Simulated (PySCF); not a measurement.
Bonds broken one at a time in the series Ge Cl-H. Gas-phase values, no solvent. Strings in code marks are SMILES.

The numbers are results of ωB97X-D3(BJ)/def2-TZVP // B3LYP-D3(BJ)/def2-TZVP in PySCF 2.14.0, not measurements. 

```csv
species,dipole moment (D)
whole molecule (`[Cl][Ge]([Cl])([Cl])[Cl]`),0.00
radical fragment (`[Cl][Ge]([Cl])[Cl]`),(withheld)
whole molecule (`[Cl][GeH3]`),2.12
radical fragment (`[GeH3]`),0.06
```

Question: Fill in the missing entries.

Answer: 
- radical fragment (`[Cl][Ge]([Cl])[Cl]`), dipole moment (D): 1.33
